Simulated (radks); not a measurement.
Problem. Cu3+, configuration [Ar] 3d(up 4.5, down 3.5) (fractional occupations, a model configuration). Calculated with a radial shooting solver on a logarithmic mesh with Libxc functionals: scalar-relativistic Kohn-Sham, r2SCAN, spin-polarised, spherical densities, finite nucleus; meta-GGA in the generalised Kohn-Sham scheme; Fermi nuclear charge, rms radius 3.8823 fm. Some entries of the table are withheld. Estimate them.

orbital,occ.,eigenvalue (eV),r(max) (bohr)
1s down,1,-8925.403,0.03412
1s up,1,-8925.399,0.03412
2s up,1,-1120.698,0.1964
2s down,1,-1119.858,0.1964
2p up,3,-971.8447,0.1583
2p down,3,-971.2113,0.1583
3s up,1,-165.4999,(1)
3s down,1,-163.9072,(2)
3p up,3,-121.0373,0.6168
3p down,3,-119.4562,0.6174
3d up,4.5,(3),0.5899
3d down,3.5,(4),0.5920

Solution. 
(1) 3s up r(max) (bohr): 0.6110
(2) 3s down r(max) (bohr): 0.6114
(3) 3d up eigenvalue (eV): -49.8340
(4) 3d down eigenvalue (eV): -48.3076
